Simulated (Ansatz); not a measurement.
Two structures of SnNH7, closed shell, reached by relaxing down either side of one saddle point (PBE0-D4/def2-TZVP). Energies are electronic, without zero-point energy. Program: Ansatz 0.2.0. Basis: def2-TZVPP and def2-QZVPP. Cores are frozen in the correlated methods. Filled d shells of the heavier atoms are correlated. Core potentials replace the inner electrons of the atoms past krypton. The def2 sets are not built for correlating such inner shells, so the correlated values are less sure here. Extrapolation: Hartree–Fock as exp(−7.88 √X), correlation as X^−2.97. First:

```xyz
9
angstrom
Sn -0.8854 0.9746 -0.3596
N 0.7302 0.1684 0.5785
H -0.6172 0.7473 -2.0267
H -1.0963 2.6442 -0.0243
H -2.2334 0.0959 0.2004
H 0.9060 -2.3700 -0.0306
H 0.9222 -3.0935 -0.2286
H 0.6715 0.2303 1.5874
H 1.6025 0.6027 0.3035
```

Second:

Sn1  (-1.337, -0.027, -0.653)
N2  (1.476, 0.030, 0.722)
H3  (-0.198, 0.303, -1.875)
H4  (-1.390, 1.204, 0.521)
H5  (-2.883, -0.058, -1.411)
H6  (1.941, -0.868, 0.658)
H7  (-1.101, -1.564, 0.042)
H8  (1.407, 0.264, 1.705)
H9  (2.084, 0.715, 0.291)
(Å)

Question: Which bonds change from the first to the second?

Answer: SnNH₅ ([NH2][SnH3]) + H₂ → SnH₄ + NH₃; bonds formed: Sn1–H7, N2–H6; bonds broken: Sn1–N2, H6–H7.

Question: Give the saddle point's structure and its height above each. (To be estimated.)

Answer: The calculation gives: 155.6 kJ/mol above the first and 193.0 kJ/mol above the second (CCSD(T) at an estimated basis limit (MP2 extrapolated from triple and quadruple zeta, plus CCSD(T) − MP2 in triple zeta)).
Sn1  (-0.818, 0.311, -0.501)
N2  (0.974, 0.030, 0.713)
H3  (-0.535, 0.232, -2.176)
H4  (-0.960, 1.997, -0.113)
H5  (-2.205, -0.440, 0.133)
H6  (0.757, -1.092, 0.230)
H7  (0.104, -1.703, -0.419)
H8  (0.871, 0.144, 1.717)
H9  (1.812, 0.522, 0.415)
(Å)

The T1 diagnostic stays at or below 0.014.

Labels in which every atom is bracketed show which atoms are joined, not bond orders.

For scale, one of the runs: CCSD(T)/def2-TZVPP, 179 basis functions (an equivalent command: `ansatz run in.yaml --threads 2`). The run took 35 s on 2 CPU threads (shared host), with 2.1 GiB of host memory at its peak.
